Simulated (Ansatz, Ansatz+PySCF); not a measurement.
```xyz
2

N     0.0000    0.0000   -1.8278
O     0.0000    0.0000    1.5994
```

Basis set: STO-3G (spherical functions). Correlated methods keep 2 orbitals frozen. Correlation on ROHF uses semicanonical orbitals with singles. Charge 0, multiplicity 2.

Computed with Ansatz (development build ahead of 0.2.0); each method stands on the lowest determinant of its kind that the runs found.

Q: Give the atomization energy at this shape (free ground-state atoms in the same class of orbitals less the molecule, no zero-point energy) of doublet NO by UHF-CCSDT(Q), UHF-CCSD(T), UHF-MP2, UHF, ROHF-MP2, ROHF.

A:

```tsv
method	atomization energy
UHF-CCSDT(Q)	0.02 kcal/mol
UHF-CCSD(T)	0.02 kcal/mol
UHF-MP2	0.01 kcal/mol
UHF	0.01 kcal/mol
ROHF-MP2	-175.56 kcal/mol
ROHF	-192.03 kcal/mol
```

Caution for UHF-CCSDT(Q), UHF-MP2: a plain start can end on a higher determinant. Caution for UHF-CCSDT(Q), UHF-CCSD(T), UHF-MP2, ROHF-MP2: bonds are stretched, where a single reference can fail. Caution for UHF-CCSDT(Q), UHF-CCSD(T), UHF-MP2, UHF: the unrestricted determinant is a mixture of spin states. Caution for UHF-CCSD(T), UHF: the determinant may break the point group. Caution for ROHF-MP2, ROHF: an unrestricted determinant lies well below; the molecule lies well above its atoms at this level.

This basis has no polarisation functions and is too small for such energies, which can lie far from measured ones in either direction.
